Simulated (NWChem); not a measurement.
Molecule: SiH$_{2}$O$_{2}$Cl$_{2}$; SMILES O[Si](O)(Cl)Cl

```xyz
7

O     -0.1684     1.3671    -1.2252
Si     0.0000     0.0000    -0.3345
O      0.1684    -1.3671    -1.2252
Cl    -1.6808    -0.1006     0.8223
Cl     1.6808     0.1006     0.8223
H      0.6186     1.6934    -1.6738
H     -0.6186    -1.6934    -1.6738
```
Atoms are numbered in this order, from 1.

Program: NWChem. Pople sets run with spherical d functions. Geometry: optimised at PBE0/def2-SVP. B3LYP is NWChem's, with the RPA form of VWN correlation. Atomic charges in e: unrestrained fits to the electrostatic potential beside Mulliken populations; buried atoms are poorly determined by the fit.

For level Hartree-Fock/6-31G*:

- ESP O1 = -0.77
- Mulliken O1 = -0.85
- ESP Si2 = 1.17
- Mulliken Si2 = 1.35
- ESP O3 = -0.77
- Mulliken O3 = -0.85

Problem. Estimate the same quantities for level B3LYP/def2-SVP.

Solution. 
| Item | Result |
|---|---|
| ESP O1 | -0.63 |
| Mulliken O1 | -0.36 |
| ESP Si2 | 0.82 |
| Mulliken Si2 | 0.79 |
| ESP O3 | -0.63 |
| Mulliken O3 | -0.36 |
